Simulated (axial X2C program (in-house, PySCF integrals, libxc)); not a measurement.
# Potential curves of WBr, without spin–orbit coupling

Computed with an axial X2C code built on PySCF integrals. Spin-free means the one-electron spin-free X2C Hamiltonian. Basis: W dyall-cv3z [13s14p9d7f4g], Br dyall-cv3z [8s9p6d4f1g] (cores contracted in-house); Gaussian nuclei, density fitting, unrestricted open shells. Masses: W 183.951 u, Br 78.918 u.

State: M_S = 5/2, Λ = 0 (beyond evenly filled blocks: σα, π+α, π-α, δ+α, δ-α). Energies in eV from the fragments at the same level (W + Br). Fits are polynomials in 1 − R0/R over 0.85 to 1.23 times the lowest point R0.

```tsv
R (Å)	BLYP
2.0993	-2.4657
2.1958	-3.1234
2.2682	-3.4122
2.3406	-3.5729
2.4130	-3.6372
2.4975	-3.6235
2.5819	-3.5419
2.6905	-3.3722
2.8232	-3.1083
3.0162	-2.6852
```

One determinant describes the state; a PBE0 search over occupations chose it and may have missed a lower one. Dissociation energies refer to the lowest single-determinant-based atoms at the same level and basis. Spin-free De lacks the spin–orbit lowering of the heavy p-block atom, a tenth of an eV or more for 4p and 5p, up to an eV for 6p and one to two eV for 7p atoms, less what an open-shell molecule gains itself.

Problem. Fit the BLYP curve near its minimum: give the equilibrium distance, the harmonic wavenumber and the well depth.

Solution. At BLYP, spin-free: Re = 2.440 Å, ωe ≈ 244 cm⁻¹, De = 3.64 eV to W + Br; Be follows as 0.0513 cm⁻¹.
